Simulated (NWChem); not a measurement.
System: AlH3SeO2; SMILES [OH][Al]([OH])[SeH]

Input file for NWChem:

```
start job
memory heap 200 mb stack 900 mb global 1100 mb
geometry units angstroms noautosym nocenter noautoz
  Al     0.070622     0.968812     0.000000
  O     -1.236973     2.048711     0.000000
  H     -2.173213     1.849346     0.000000
  O      1.656308     1.569093     0.000000
  H      1.878168     2.501846     0.000000
  Se    -0.185122    -1.323936     0.000000
  H      1.277584    -1.488137     0.000000
end
basis spherical
  * library pcsseg-1
end
dft
  xc xpbe96 cpbe96
  iterations 150
end
property
  shielding
end
task dft property
```

Excerpt of the output:

```
             Northwest Computational Chemistry Package (NWChem) 7.3.0
             --------------------------------------------------------

                             Geometry "geometry" -> ""
                             -------------------------

 Output coordinates in angstroms (scale by  1.889725989 to convert to a.u.)

  No.       Tag          Charge          X              Y              Z
 ---- ---------------- ---------- -------------- -------------- --------------
    1 Al                  13.0000     0.07062200     0.96881200     0.00000000
    2 O                    8.0000    -1.23697300     2.04871100     0.00000000
    3 H                    1.0000    -2.17321300     1.84934600     0.00000000
    4 O                    8.0000     1.65630800     1.56909300     0.00000000
    5 H                    1.0000     1.87816800     2.50184600     0.00000000
    6 Se                  34.0000    -0.18512200    -1.32393600     0.00000000
    7 H                    1.0000     1.27758400    -1.48813700     0.00000000

 Effective nuclear repulsion energy (a.u.)     304.0024557253

  pbe96 is a nonlocal functional; adding pw91lda local functional.
                              NWChem Property Module
                              ----------------------

  itol2e modified to match energy
  convergence criterion.

                                 NWChem DFT Module
                                 -----------------

 Summary of "ao basis" -> "ao basis" (spherical)
 ------------------------------------------------------------------------------
       Tag                 Description            Shells   Functions and Types
 ---------------- ------------------------------  ------  ---------------------
 Al                         pcsseg-1                10       24   4s5p1d
 O                          pcsseg-1                 7       17   3s3p1d
 H                          pcsseg-1                 3        5   2s1p
 Se                         pcsseg-1                15       41   5s7p3d

  itol2e modified to match energy
  convergence criterion.

[...]

          -----------------------------------------
          Chemical Shielding Tensors (GIAO, in ppm)
          -----------------------------------------

                                NWChem CPHF Module
                                ------------------

  scftype          =     RHF
  nclosed          =       33
  nopen            =        0
  variables        =     2673
  # of vectors     =        3
  tolerance        = 0.10D-03
  level shift      = 0.00D+00
  max iterations   =       50
  max subspace     =       30

 SCF residual:    5.8022778839627687E-005

Iterative solution of linear equations
  No. of variables     2673
  No. of equations        3
  Maximum subspace       30
        Iterations       50
       Convergence  1.0D-04

   iter   nsub   residual    time
   ----  ------  --------  ---------
     1      3    3.71D-05      31.6

      Atom:    1  Al
        Diamagnetic
    796.9629      0.4368     -0.0000
      0.4368    801.4541     -0.0000
     -0.0000     -0.0000    792.7694

        Paramagnetic
   -386.8627     -1.4071      0.0000
     -1.4071   -337.8758      0.0000
      0.0000      0.0000   -425.1245

        Total Shielding Tensor
    410.1003     -0.9702      0.0000
     -0.9702    463.5783      0.0000
      0.0000      0.0000    367.6449

           isotropic =     413.7745
          anisotropy =      74.7321

          Principal Components and Axis System
                 1           2           3
              463.5959    410.0827    367.6449

      1        -0.0181      0.9998     -0.0000
      2         0.9998      0.0181     -0.0000
      3         0.0000      0.0000      1.0000

      Atom:    2  O
        Diamagnetic
    407.7981     -9.6264      0.0000
     -9.6264    385.3513     -0.0000
      0.0000     -0.0000    371.8989

        Paramagnetic
   -148.0190    -37.7314     -0.0000
    -37.7314    -73.2228      0.0000
     -0.0000      0.0000    -94.0215

        Total Shielding Tensor
    259.7791    -47.3578     -0.0000
    -47.3578    312.1284      0.0000
     -0.0000      0.0000    277.8774

           isotropic =     283.2617
          anisotropy =      85.2030

          Principal Components and Axis System
                 1           2           3
              340.0636    277.8774    231.8439

      1        -0.5081      0.0000      0.8613
      2         0.8613     -0.0000      0.5081
      3         0.0000      1.0000      0.0000

      Atom:    3  H
        Diamagnetic
     46.7584     -0.0419      0.0000
     -0.0419     24.9680     -0.0000
      0.0000     -0.0000     20.4869

        Paramagnetic
     -5.3686     -1.6438     -0.0000
     -1.6438     -0.8441     -0.0000
     -0.0000     -0.0000      1.3883

        Total Shielding Tensor
     41.3899     -1.6856     -0.0000
     -1.6856     24.1238     -0.0000
     -0.0000     -0.0000     21.8752

           isotropic =      29.1296
          anisotropy =      18.6349

          Principal Components and Axis System
                 1           2           3
               41.5529     23.9608     21.8752

      1         0.9954      0.0963      0.0000
      2        -0.0963      0.9954      0.0000
      3        -0.0000     -0.0000      1.0000

      Atom:    4  O
        Diamagnetic
    396.2328     15.3982     -0.0000
     15.3982    396.1747     -0.0000
     -0.0000     -0.0000    370.8536

        Paramagnetic
    -71.0146     30.2032      0.0000
     30.2032    -97.3503      0.0000
      0.0000      0.0000    -90.4041

[...]
```

Level: PBE/pcSseg-1, GIAO. Coordinates come from a PBE0/def2-SVP optimisation. The printed shielding anisotropy is the first printed principal value minus the mean of the other two.
